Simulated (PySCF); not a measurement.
Geometry:
```csv
atom,x (Å),y (Å),z (Å)
F1,3.057,0.911,-0.274
C2,2.376,-0.223,0.004
F3,2.980,-1.229,-0.682
C4,0.931,-0.095,-0.408
B5,0.161,1.140,0.192
C6,-1.401,1.109,0.220
C7,-2.034,-0.284,0.231
C8,-1.305,-1.262,-0.685
C9,0.166,-1.419,-0.317
H10,2.501,-0.443,1.080
H11,0.974,0.211,-1.480
H12,0.767,2.133,0.526
H13,-1.657,1.634,-0.729
H14,-1.817,1.766,1.001
H15,-2.007,-0.682,1.261
H16,-3.101,-0.233,-0.041
H17,-1.384,-0.916,-1.732
H18,-1.800,-2.246,-0.651
H19,0.647,-2.175,-0.957
H20,0.236,-1.807,0.716
```

Theory: shielding tensors at B97-2/pcSseg-1 (GIAO), PBE0-D3(BJ)/def2-SVP geometry, in PySCF (a single conformation, non-relativistic Hamiltonian, in vacuum).

Q: List the cross peaks expected in HSQC, COSY and HMBC spectra.

A: 

HSQC (one-bond C–H):
| δH | δC |
| --- | --- |
| 5.66 (H10) | 119.1 (C2) |
| 2.10 (H14) | 27.9 (C6) |
| 2.00 (H19) | 25.8 (C9) |
| 1.84 (H18) | 28.6 (C8) |
| 1.80 (H16) | 25.4 (C7) |
| 1.42 (H17) | 28.6 (C8) |
| 1.26 (H15) | 25.4 (C7) |
| 1.13 (H20) | 25.8 (C9) |
| 1.11 (H11) | 47.4 (C4) |
| 0.75 (H13) | 27.9 (C6) |

COSY cross peaks (H two or three bonds apart, from the bond graph; peaks can be absent where the dihedral angle is near 90°):
| δH | δH |
| --- | --- |
| 7.39 (H12) | 2.10 (H14) |
| 7.39 (H12) | 1.11 (H11) |
| 7.39 (H12) | 0.75 (H13) |
| 5.66 (H10) | 1.11 (H11) |
| 2.10 (H14) | 1.80 (H16) |
| 2.10 (H14) | 1.26 (H15) |
| 2.10 (H14) | 0.75 (H13) |
| 2.00 (H19) | 1.84 (H18) |
| 2.00 (H19) | 1.42 (H17) |
| 2.00 (H19) | 1.13 (H20) |
| 2.00 (H19) | 1.11 (H11) |
| 1.84 (H18) | 1.80 (H16) |
| 1.84 (H18) | 1.42 (H17) |
| 1.84 (H18) | 1.26 (H15) |
| 1.84 (H18) | 1.13 (H20) |
| 1.80 (H16) | 1.42 (H17) |
| 1.80 (H16) | 1.26 (H15) |
| 1.80 (H16) | 0.75 (H13) |
| 1.42 (H17) | 1.26 (H15) |
| 1.42 (H17) | 1.13 (H20) |
| 1.26 (H15) | 0.75 (H13) |
| 1.13 (H20) | 1.11 (H11) |

HMBC (two and three bonds, from the bond graph):
| δH | δC |
| --- | --- |
| 7.39 (H12) | 119.1 (C2), 47.4 (C4), 27.9 (C6), 25.8 (C9), 25.4 (C7) |
| 5.66 (H10) | 47.4 (C4), 25.8 (C9) |
| 2.10 (H14) | 47.4 (C4), 28.6 (C8), 25.4 (C7) |
| 2.00 (H19) | 119.1 (C2), 47.4 (C4), 28.6 (C8), 25.4 (C7) |
| 1.84 (H18) | 47.4 (C4), 27.9 (C6), 25.8 (C9), 25.4 (C7) |
| 1.80 (H16) | 28.6 (C8), 27.9 (C6), 25.8 (C9) |
| 1.42 (H17) | 47.4 (C4), 27.9 (C6), 25.8 (C9), 25.4 (C7) |
| 1.26 (H15) | 28.6 (C8), 27.9 (C6), 25.8 (C9) |
| 1.13 (H20) | 119.1 (C2), 47.4 (C4), 28.6 (C8), 25.4 (C7) |
| 1.11 (H11) | 119.1 (C2), 28.6 (C8), 27.9 (C6), 25.8 (C9) |
| 0.75 (H13) | 47.4 (C4), 28.6 (C8), 25.4 (C7) |

Referencing at the same level of theory: TMS for 1H (31.38 ppm), 13C (183.69 ppm).

Short H···H contacts in this conformer between protons four or more bonds apart (candidates for NOE cross peaks, intensity ∝ r⁻⁶): H15···H20 2.57 Å, H11···H17 2.63 Å, H10···H20 2.67 Å, H13···H17 2.75 Å.

Hydrogens on boron are broadened and split by 11B (spin 3/2, 80 %) and 10B (spin 3). A carbon bonded to boron is broadened by the quadrupolar boron nucleus and is often missing from a measured spectrum. Shifts are as computed. Against solution values, carbons near 30 ppm lie about +1 ppm off and those near 130 ppm about +2 ppm. Of 1211 compounds with measured shifts, 218 miss one by over three times the rms of a fit or turn the order of signals round; such compounds aren't used in these exercises.
